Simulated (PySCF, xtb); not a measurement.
C3H3, SMILES C(#C)[CH2] (connectivity only; charge and spin as stated), charge +1, multiplicity 1.

Harmonic wavenumbers (cm⁻¹) from GFN2-xTB (xtb 6.7.1) at its own minimum, in rising order: 320, 322, 623, 708, 902, 927, 1148, 1306, 2099, 2968, 2988, 3205.

Q: What does PBE0-D3(BJ)/def2-TZVP in PySCF give at its own minimum? (An estimate is asked for; the answer gives what the named calculation found.)

A: 268, 324, 643, 913, 1027, 1126, 1160, 1466, 2148, 3114, 3217, 3374. Paired by order, the mean absolute difference is 114 cm⁻¹ and the zero-point energies are 25.0 and 26.8 kcal/mol.
